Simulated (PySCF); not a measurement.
C2H7AlO2S, SMILES [Al]([SH])([O]C)[O]C (B3LYP/def2-SVP optimised geometry):

```
13

Al    -0.231    -0.071     0.000
O      1.458    -0.071     0.000
C      2.532     0.824     0.000
H      3.169     0.665     0.889
H      3.166     0.668    -0.892
H      2.209     1.882     0.002
O     -1.090     1.382     0.000
C     -2.364     1.949    -0.003
H     -3.169     1.201     0.129
H     -2.461     2.689     0.813
H     -2.555     2.480    -0.954
S     -1.244    -2.008     0.004
H     -0.074    -2.689     0.015
```

Level of theory: PySCF with B3LYP/def2-TZVP.

Problem. What are the frontier orbital energies and the dipole moment?

Solution. HOMO-2 -8.01 eV, HOMO-1 -7.80 eV, HOMO -7.27 eV, LUMO -0.60 eV, LUMO+1 0.18 eV; dipole moment 1.18 D.

On the same geometry PBE/def2-TZVP (PySCF 2.14.0) gives HOMO-2 -6.71 eV, HOMO-1 -6.50 eV, HOMO -6.28 eV, LUMO -1.20 eV, LUMO+1 -0.40 eV; dipole moment 1.12 D.

Meta-Löwdin charges at B3LYP/def2-TZVP: Al1 1.08, O2 -0.64, C3 -0.09, H4 0.10, H5 0.10, H6 0.09, O7 -0.64, C8 -0.08, H9 0.09, H10 0.11, H11 0.10, S12 -0.36, H13 0.12.
